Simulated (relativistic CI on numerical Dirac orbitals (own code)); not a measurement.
Computed by Dirac-Coulomb-Breit CI, orbitals from a KLI potential per configuration, a model potential for QED, unscaled Slater integrals (own radial code, finite nucleus).

The strongest absorption lines from the ground level of an ion, among the configurations computed and to levels below about 1850 eV (vacuum wavelength in nm, gf): 0.67630 (0.051), 0.67823 (0.029), 0.77951 (0.11), 0.78403 (0.064), 1.0908 (0.37), 1.1086 (0.23), 9.7175 (0.41), 15.052 (0.13).

(1) Which ion is it?
A. Sn XL
B. Ag XXXVII
C. Ag XXXV
D. Ag XXXIX

## Answers

(1) B. Ag XXXVII has 11 electrons and the ground level 3s ²S1/2; the strongest line goes to 3p ²P°3/2. The pattern of lines fixes the number of electrons, and along that sequence the line energies rise steadily with the charge (about as its square where n changes within one kind of shell, about linearly where n is kept but much faster in heavy ions where fine structure, which grows about as Z⁴, sets the gap, and irregularly where shells cross), which fixes Z. Configurations outside the model, such as inner-shell arrays, can give stronger lines. At this charge energies of transitions that change n are usually good to better than 1 %, and those within a shell (Δn = 0) to a few per cent.
